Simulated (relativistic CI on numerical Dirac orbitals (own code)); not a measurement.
# How well does a small relativistic CI reproduce Sr II?

Computed by Dirac-Coulomb-Breit CI, orbitals from a KLI potential per configuration, model QED, valence Slater integrals scaled by 0.85, configuration energies shifted to the measured levels that pair with them (semi-empirical) (own radial code, finite nucleus).

Configuration list (outside the closed core [Kr]): 5s, 4d, 5p, 6s, 5d, 6p, 4f, 7s, 5f, 5g, 6d, 7p, 7d, 6f. Levels of other configurations are missing.

| Configuration | Term (tabulated) | J | Measured (cm⁻¹) | Computed | Error | Purity (%) |
| --- | --- | --- | --- | --- | --- | --- |
| 5s | 2S | 1/2 | 0.0 | 0 | 0 | 100 |
| 4d | 2D | 3/2 | 14555.9 | 14627 | 71 | 100 |
| 4d | 2D | 5/2 | 14836.2 | 14765 | -71 | 100 |
| 5p | 2P° | 1/2 | 23715.2 | 23783 | 68 | 100 |
| 5p | 2P° | 3/2 | 24516.7 | 24449 | -68 | 100 |
| 6s | 2S | 1/2 | 47736.5 | 47737 | 0 | 100 |
| 5d | 2D | 3/2 | 53286.3 | 53299 | 12 | 100 |
| 5d | 2D | 5/2 | 53373.0 | 53361 | -12 | 100 |
| 6p | 2P° | 1/2 | 55769.7 | 55795 | 25 | 100 |
| 6p | 2P° | 3/2 | 56057.9 | 56033 | -25 | 100 |
| 4f | 2F° | 5/2 | 60991.7 | 60992 | 0 | 100 |
| 7s | 2S | 1/2 | 64964.1 | 64964 | 0 | 100 |

Measured levels from NIST Handbook of Basic Atomic Spectroscopic Data (Sansonetti and Martin, J. Phys. Chem. Ref. Data 34, 1559 (2005)); pairs were made by configuration, J and term (by order where the table uses no LS term), so strongly mixed levels may be paired wrongly.

Mean error by configuration (cm⁻¹): 4d 0; 5p 0; 6s 0; 5d 0; 6p 0; 4f 0; 7s 0. Over the excited levels the mean absolute error is 32 cm⁻¹ (11 of the 11 excited levels that our extract of the source holds in range could be paired), and the median relative error of those above 1,000 cm⁻¹ is 0.045 %, both after the shifts were fitted to these levels, so that a configuration with one level shows no error.

Transition probabilities of persistent lines. The last column rescales the computed rate by the cube of measured over computed energy:

```csv
λ measured (Å),Lower,Upper,A tabulated (s⁻¹),A computed,A rescaled
3464.46 air,5p 2P°_3/2,5d 2D_5/2,3.10e+08,2.85e+08,2.83e+08
4077.71 air,5s 2S_1/2,5p 2P°_3/2,1.42e+08,1.75e+08,1.77e+08
4215.52 air,5s 2S_1/2,5p 2P°_1/2,1.27e+08,1.62e+08,1.61e+08
4305.45 air,5p 2P°_3/2,6s 2S_1/2,1.40e+08,1.47e+08,1.45e+08
```

Configurations whose levels could be paired with our table of measured levels were shifted onto them, all but the ground configuration, by the median error of their levels; single terms can still be off by 1,000 to 2,000 cm⁻¹ or more, and rates follow the energies as ν³ (E1, M1) or ν⁵ (E2). The others borrow a shift and can be off by several thousand cm⁻¹ or more. The fine structure of a lone outer electron comes out too small, for d and f at times inverted, and misplaced configurations move strength between like terms. 11 of the 11 excited levels that our extract of the measured tables holds in this range could be paired (the sources list more); they are missed by 32 cm⁻¹ on average and 71 at most, after the shifts were fitted to these levels, and levels without a partner can miss by more.

Shifts applied (cm⁻¹): 5s 0; 4d 877; 5p 1468; 6s 1875; 5d 2404; 6p 1810; 4f 185; 7s 1962.
